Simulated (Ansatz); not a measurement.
Ideal-gas functions of ClGeH$_{3}$OSn (`[Cl][SnH]1[O][GeH2]1`) at 800 K and 1 bar, from an Ansatz frequency run at PBE0-D4/def2-TZVP.

Molar mass 245.8 g/mol, point group C1 (symmetry number 1), electronic degeneracy 1, moments of inertia 118.974, 511.097, 567.698 u Å². Harmonic wavenumbers (cm⁻¹, unscaled): 75, 131, 233, 338, 370, 393, 512, 563, 576, 676, 738, 863, 1934, 2145, 2163.

Use S(trans) = R[1.5 ln M + 2.5 ln T − 1.1517]; rotational temperatures θ = 24.2544 K / I; S(rot) = R[ln(√π/σ · √(T³/θAθBθC)) + 1.5]; for each mode x = 1.438777 ν̃/T, S = R[x/(eˣ − 1) − ln(1 − e⁻ˣ)] and H = RT x/(eˣ − 1); 1 cm⁻¹ = 0.0119627 kJ/mol; R = 8.31446 J/(mol·K).

Question: By hand: the entropy, in J/(mol·K).

Answer: Translation 198.0. Rotation: θ = 0.2039, 0.0475, 0.0427 K, giving 133.0. Vibration, mode by mode: 24.98, 20.35, 15.61, 12.58, 11.85, 11.37, 9.29, 8.56, 8.38, 7.18, 6.55, 5.45, 1.18, 0.87, 0.85, in all 145.0. Electronic 0.0. Sum 476.0 J/(mol·K).

Question: By hand: H − E and G − E in kJ/mol, counted from the electronic energy.

Answer: Zero-point energy ½ × 11710 × 0.0119627 = 70.0; thermal vibration 54.4; translation, rotation and pV give 4 RT = 26.6. H − E = 151.0 kJ/mol, and G − E = 151.0 − 800 × 476.0/1000 = -229.8 kJ/mol.

Vibration gives 30 % of the entropy, 45.3 J/(mol·K) of it from the modes under 150 cm⁻¹: soft modes count most, and the harmonic formula is weakest for them. The sum counts one conformer and one mirror image; others add a mixing term.
